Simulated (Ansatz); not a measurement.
Start from `N=C=O` and change one atom or group to get `O=C=NBCl`.

Ansatz, PBE0-D4/def2-TZVP geometries, multiplicity 1. Each molecule was computed in one conformer, which needn't be the lowest.

```
                               property  `N=C=O`
  LUMO energy (ωB97M-V/def2-TZVPP) / eV     2.17
   HOMO–LUMO gap (PBE0/def2-TZVPP) / eV     9.04
    HOMO–LUMO gap (PBE/def2-TZVPP) / eV     6.49
HOMO–LUMO gap (ωB97M-V/def2-TZVPP) / eV    13.30
    HOMO energy (B3LYP/def2-TZVPP) / eV    -8.59
     HOMO energy (PBE0/def2-TZVPP) / eV    -8.84
```

Task: Give the same properties after the change, and the shifts. (An estimate is asked.)

Result: The calculation gave: 
| property | `O=C=NBCl` | shift |
| --- | --- | --- |
| LUMO energy (ωB97M-V/def2-TZVPP) / eV | 0.20 | -1.97 |
| HOMO–LUMO gap (PBE0/def2-TZVPP) / eV | 7.25 | -1.79 |
| HOMO–LUMO gap (PBE/def2-TZVPP) / eV | 4.92 | -1.57 |
| HOMO–LUMO gap (ωB97M-V/def2-TZVPP) / eV | 11.54 | -1.76 |
| HOMO energy (B3LYP/def2-TZVPP) / eV | -8.88 | -0.29 |
| HOMO energy (PBE0/def2-TZVPP) / eV | -9.13 | -0.29 |

With PBE0 the HOMO falls by 0.29 eV and the LUMO falls by 2.09 eV, so the gap narrows by about 1.80 eV. PBE moves the HOMO by -0.36 eV and ωB97M-V by -0.22 eV. The zero-point energy changes by 17.0 kJ/mol with +6 modes.

B3LYP here is the variant with VWN-RPA as its local correlation; programs differ in this.
